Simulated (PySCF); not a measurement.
MoOCl4, SMILES [Cl][Mo]([Cl])([Cl])([Cl])=[O], multiplicity 1. Atoms are numbered in the order given.

```xyz
6

Mo     0.0000     0.0000     0.2746
O      0.0000     0.0000     1.9396
Cl     0.0000     0.0000    -2.1017
Cl    -1.9444    -1.1226     0.1701
Cl     0.0000     2.2452     0.1701
Cl     1.9444    -1.1226     0.1701
```

Coordinates come from a PBE0-D3(BJ)/def2-SVP optimisation. The spin state was assumed, not searched. The isomer is the one that the SMILES or the coordinates give; other isomers of the formula were not compared. The def2 effective core potentials stand for the cores of Mo; spin–orbit coupling is left out.

Method: CAM-B3LYP/def2-TZVP (PySCF).

Gas-phase values at a fixed geometry.

- total energy: -1984.47602 hartree
- point group: C3v
- highest occupied level: -10.16 eV
- lowest empty level: -3.84 eV
- orbital gap: 6.32 eV
- dipole moment: 1.23 D
- quadrupole, principal values (traceless, Buckingham form, about the centre of nuclear charge): -9.53, 4.77, 4.77 D·Å
- mean static polarisability: 100.2 bohr³ (14.85 Å³)
- polarisability, principal values: 99.6, 100.6, 100.6 bohr³
